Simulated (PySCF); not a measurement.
A PySCF script (with the pyscf-properties extension) for the NMR shieldings of SMILES C#C[SiH2]OCn1cccc1, C$_{7}$H$_{9}$NOSi, on a GFN2-xTB geometry:

```python
import basis_set_exchange as bse
import numpy as np
from pyscf import gto, dft
from pyscf.prop import nmr

atoms = """
C     4.515200   -0.803085    0.683726
C     3.378156   -0.835890    0.297306
Si    1.631389   -0.951705   -0.288937
O     1.303752    0.626221   -0.554686
C     0.154510    1.211378   -1.063221
N    -1.041383    0.722315   -0.455594
C    -1.800068   -0.311743   -0.919676
C    -2.780631   -0.576720   -0.007572
C    -2.602449    0.321899    1.065404
C    -1.522288    1.099879    0.762805
H     5.511745   -0.762152    1.019372
H     1.545674   -1.719816   -1.538131
H     0.757018   -1.523586    0.737592
H     0.094659    1.029106   -2.146353
H     0.241079    2.291366   -0.884145
H    -1.589949   -0.764348   -1.869004
H    -3.544473   -1.324003   -0.093779
H    -3.204171    0.385704    1.950430
H    -1.057573    1.894431    1.312165
"""
names = dict.fromkeys(["C", "Si", "O", "N", "H"], "pcSseg-1")
basis = {el: gto.basis.parse(bse.get_basis(n, elements=[el], fmt="nwchem")) for el, n in names.items()}
mol = gto.M(atom=atoms, basis=basis, charge=0, verbose=0)
mf = dft.RKS(mol, xc="PBE0")
mf.grids.level = 2
mf.grids.alignment = dft.numint.BLKSIZE   # the property module wants whole blocks of grid points
mf.conv_tol = 1e-9
mf.kernel()

calc = nmr.RKS(mf)   # GIAO
C = mf.mo_coeff
Co = C[:, mf.mo_occ > 0]
resp = mf.gen_response(singlet=True, hermi=2)
def vind(x):   # induced exchange potential for any number of trial vectors
    d = np.einsum("pi,xij,qj->xpq", C, 2 * x.reshape(-1, C.shape[1], Co.shape[1]), Co, optimize=True)
    return np.einsum("xpq,pi,qj->xij", resp(d - d.transpose(0, 2, 1)), C, Co, optimize=True).ravel()
mo1, _ = nmr.rhf.solve_mo1(calc, with_cphf=vind)
sigma = calc.kernel(mo1)
for i, s in enumerate(sigma):   # ppm
    w = np.linalg.eigvalsh((s + s.T) / 2)
    print("%2d %-2s iso %8.1f  s11 %8.1f  s22 %8.1f  s33 %8.1f" % (i, mol.atom_pure_symbol(i), w.mean(), *w))
```

Q: What does it print?

A: 
```
 0 C  iso     85.0  s11     -1.2  s22      4.9  s33    251.2
 1 C  iso     99.6  s11     -0.1  s22      9.6  s33    289.2
 2 Si iso    398.7  s11    361.7  s22    380.7  s33    453.9
 3 O  iso    267.3  s11    204.5  s22    246.6  s33    350.9
 4 C  iso    110.5  s11     90.3  s22    109.6  s33    131.5
 5 N  iso     68.5  s11     -3.8  s22     34.1  s33    175.2
 6 C  iso     64.4  s11    -10.4  s22     73.8  s33    130.0
 7 C  iso     70.7  s11    -10.4  s22     59.1  s33    163.3
 8 C  iso     69.7  s11    -11.3  s22     57.8  s33    162.4
 9 C  iso     62.5  s11    -12.9  s22     66.4  s33    133.9
10 H  iso     29.9  s11     24.8  s22     24.9  s33     40.0
11 H  iso     26.8  s11     23.0  s22     26.0  s33     31.4
12 H  iso     27.6  s11     22.7  s22     29.4  s33     30.6
13 H  iso     26.2  s11     21.6  s22     26.4  s33     30.5
14 H  iso     25.9  s11     21.4  s22     25.9  s33     30.6
15 H  iso     25.1  s11     22.2  s22     25.7  s33     27.3
16 H  iso     25.2  s11     22.7  s22     25.6  s33     27.4
17 H  iso     25.1  s11     22.6  s22     25.5  s33     27.2
18 H  iso     24.8  s11     21.7  s22     25.5  s33     27.3
```

These numbers come from an equivalent density-fitted implementation of the same equations, which agrees with the script to about 0.01 ppm for H and up to a few tenths of a ppm for heavy atoms, so last digits may differ.

Q: Turn these shieldings into chemical shifts. References, each an isolated molecule treated in the same way: TMS for 13C (186.93 ppm) and 29Si (349.16 ppm) and 1H (31.72 ppm); 17O (336.08 ppm) vs H2O; NH3 for 15N (267.73 ppm).

A: Averaging equivalent atoms: C 6/9: 123.5; C 7/8: 116.8; C 0: 101.9; C 1: 87.3; C 4: 76.5; Si 2: -49.6; O 3: 68.8; N 5: 199.2; H 15/18: 6.76; H 16/17: 6.54; H 13/14: 5.65; H 11/12: 4.54; H 10: 1.82 ppm. Experimental scales use liquid or dissolved standards, which lie at an offset from isolated NH3 (liquid NH3: subtract about 20 ppm) and H2O (liquid H2O: subtract about 36 ppm). Unscaled 15N shifts of sp2 nitrogen come out 20 to 40 ppm too high even then.

Size and cost of the density-fitted run: 222 basis functions, 54 s wall time on 1 thread of an Arm Neoverse V2, shared host; peak memory 1.1 GiB.
